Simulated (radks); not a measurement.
Results of a calculation; reference values are marked as such.
Task: Species: Lu17+. Configuration: [Kr] 4d10 4f8. Level of theory: Dirac Kohn-Sham, PBE, spin-unpolarised, spherical densities, finite nucleus; open shells fill j = l - 1/2 first; Fermi nuclear charge, rms radius 5.37 fm (a radial shooting solver on a logarithmic mesh with Libxc functionals). Some entries of the table are withheld. Estimate them.

orbital,occ.,eigenvalue (Ry),r(max) (bohr)
1s1/2,2,-4671.463,0.01213
2s1/2,2,(1),0.06950
2p1/2,2,(2),(3)
2p3/2,4,(4),(5)
3s1/2,2,(6),0.1960
3p1/2,2,-193.4059,0.1838
3p3/2,4,-175.8681,0.1973
3d3/2,4,-148.8818,0.1552
3d5/2,6,-145.0542,0.1589
4s1/2,2,-64.89665,0.4436
4p1/2,2,-58.36996,0.4438
4p3/2,4,-54.17197,0.4710
4d3/2,4,-43.35935,0.4673
4d5/2,6,-42.55530,0.4756
4f5/2,6,-28.99116,0.4336
4f7/2,2,-28.82585,0.4373

Result: 
(1) 2s1/2 eigenvalue (Ry): -819.8878
(2) 2p1/2 eigenvalue (Ry): -784.0560
(3) 2p1/2 r(max) (bohr): 0.05192
(4) 2p3/2 eigenvalue (Ry): -701.9163
(5) 2p3/2 r(max) (bohr): 0.05845
(6) 3s1/2 eigenvalue (Ry): -209.2793
